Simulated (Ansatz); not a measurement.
Ideal-gas functions of CH₄Cl₂GeS (`[CH3][Ge]([SH])([Cl])[Cl]`) at 298.15 K and 1 bar, from an Ansatz frequency run at PBE0-D4/def2-TZVP.

Molar mass 191.63 g/mol, point group C1 (symmetry number 1), electronic degeneracy 1, moments of inertia 318.578, 331.421, 429.095 u Å². Harmonic wavenumbers (cm⁻¹, unscaled): 98, 124, 131, 164, 166, 169, 173, 394, 428, 434, 624, 747, 818, 820, 1262, 1442, 1444, 2703, 3071, 3172, 3177.

Use S(trans) = R[1.5 ln M + 2.5 ln T − 1.1517]; rotational temperatures θ = 24.2544 K / I; S(rot) = R[ln(√π/σ · √(T³/θAθBθC)) + 1.5]; for each mode x = 1.438777 ν̃/T, S = R[x/(eˣ − 1) − ln(1 − e⁻ˣ)] and H = RT x/(eˣ − 1); 1 cm⁻¹ = 0.0119627 kJ/mol; R = 8.31446 J/(mol·K).

Question: By hand: the entropy, in J/(mol·K).

Answer: Translation 174.4. Rotation: θ = 0.0761, 0.0732, 0.0565 K, giving 121.8. Vibration, mode by mode: 14.62, 12.71, 12.26, 10.47, 10.38, 10.24, 10.05, 4.12, 3.62, 3.54, 1.72, 1.07, 0.81, 0.80, 0.13, 0.06, 0.06, 0.00, 0.00, 0.00, 0.00, in all 96.7. Electronic 0.0. Sum 392.9 J/(mol·K).

Question: By hand: H − E and G − E in kJ/mol, counted from the electronic energy.

Answer: Zero-point energy ½ × 21561 × 0.0119627 = 129.0; thermal vibration 15.3; translation, rotation and pV give 4 RT = 9.9. H − E = 154.2 kJ/mol, and G − E = 154.2 − 298.15 × 392.9/1000 = 37.1 kJ/mol.

Vibration gives 25 % of the entropy, 39.6 J/(mol·K) of it from the modes under 150 cm⁻¹: soft modes count most, and the harmonic formula is weakest for them. The sum counts one conformer and one mirror image; others add a mixing term.
